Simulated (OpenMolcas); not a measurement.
# Lines of neutral oxygen: computed and rescaled rates

```
Program             : OpenMolcas 26.06
Method              : CASSCF
Basis               : ANO-RCC-VTZP [4s3p2d1f]
Scalar Hamiltonian  : DKH2, point nucleus
Active space        : 6 electrons in 4 orbitals (2s 2p)
State averaging     : 2S+1 = 3 even, 3 roots; 2S+1 = 1 even, 6 roots
Spin-orbit coupling : RASSI with atomic mean-field integrals over the reference wave functions, term energies averaged over their components
```

Rates come from the transition moments of the reference wave functions (E1 and E2 in the length form). At fixed line strength A goes as λ^-3 for E1 and M1 and as λ^-5 for E2, so a rate at the computed wavelength can be rescaled to the measured one. Measured vacuum wavelengths follow from level energies in NIST Handbook of Basic Atomic Spectroscopic Data. Branching counts decays inside the model space alone, at computed energies, and the table is only a selection of the E2 and M1 lines, drawn from those between levels with measured partners whose computed energy lies within a factor of 1.5 of the measured one.

```tsv
Upper	Lower	Type	λ computed (nm)	λ measured (nm)	A computed (s-1)	A rescaled (s-1)	Branching %
2s² 2p⁴ ¹S₀	2s² 2p⁴ ¹D₂	E2	699.9	557.9	4.32e-01	1.34e+00	85.6
2s² 2p⁴ ¹S₀	2s² 2p⁴ ³P₁	M1	314.1	297.3	7.25e-02		14.4
2s² 2p⁴ ¹D₂	2s² 2p⁴ ³P₂	M1	565	630.2	7.82e-03		75.2
2s² 2p⁴ ¹D₂	2s² 2p⁴ ³P₁	M1	569.8	636.6	2.54e-03		24.4
2s² 2p⁴ ³P₁	2s² 2p⁴ ³P₂	M1	67000	63190	7.51e-05	8.95e-05	100.0
2s² 2p⁴ ³P₀	2s² 2p⁴ ³P₁	M1	137000	145500	2.11e-05	1.76e-05	100.0
```

Spin-changing lines and M1 lines between different terms are not rescaled, since their strength hangs on the term gaps too.

The largest correction is for 2s² 2p⁴ ¹S₀ → 2s² 2p⁴ ¹D₂ (E2): 4.32e-01 × (699.9 / 557.9)^5 = 1.34e+00 s-1, a factor of 3.11.

The computed rate and branching of 2s² 2p⁴ ³P₁ → 2s² 2p⁴ ³P₂ give the upper level a radiative lifetime of 1.000 / 7.51e-05 s-1 = 1.33e+04 s, counting decays inside the model space alone. The rescaled rate gives about 1.1e+04 s.

No measured rate stands beside these. Rescaling mends the energy factor alone: line strengths can still be far off where a level mixes with configurations outside the active space, and weak or spin-changing lines hang on small mixing coefficients that depend on the term gaps too, so rescaling need not improve them.

Without dynamic correlation excited terms often stand tens of per cent too high (terms of higher spin than the ground term too low), and those without a measured partner can miss by more than the paired ones. Measured partners are found by configuration, term and J. A level has none where our copy of the source lacks it or the pairing is in doubt (some pairs that miss far off the trend of their configuration count as doubtful). Levels of configurations outside the active space are missing.
